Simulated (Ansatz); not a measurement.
Ideal-gas functions of HfO, SMILES `[O]=[Hf]` at 500 K and 1 bar, from an Ansatz frequency run at PBE0-D4/def2-TZVP.

Molar mass 194.49 g/mol, point group C∞v (symmetry number 1), electronic degeneracy 1, moments of inertia 43.49 u Å². Harmonic wavenumbers (cm⁻¹, unscaled): 1000.

Use S(trans) = R[1.5 ln M + 2.5 ln T − 1.1517]; rotational temperatures θ = 24.2544 K / I; S(rot) = R[ln(T/σθ) + 1]; for each mode x = 1.438777 ν̃/T, S = R[x/(eˣ − 1) − ln(1 − e⁻ˣ)] and H = RT x/(eˣ − 1); 1 cm⁻¹ = 0.0119627 kJ/mol; R = 8.31446 J/(mol·K).

Task: By hand: the entropy, in J/(mol·K).

Result: Translation 185.3. Rotation: θ = 0.5577 K, giving 64.8. Vibration, mode by mode: 1.91, in all 1.9. Electronic 0.0. Sum 252.0 J/(mol·K).

Task: By hand: H − E and G − E in kJ/mol, counted from the electronic energy.

Result: Zero-point energy ½ × 1000 × 0.0119627 = 6.0; thermal vibration 0.7; translation, rotation and pV give 3.5 RT = 14.6. H − E = 21.3 kJ/mol, and G − E = 21.3 − 500 × 252.0/1000 = -104.7 kJ/mol.

Vibration gives 1 % of the entropy.
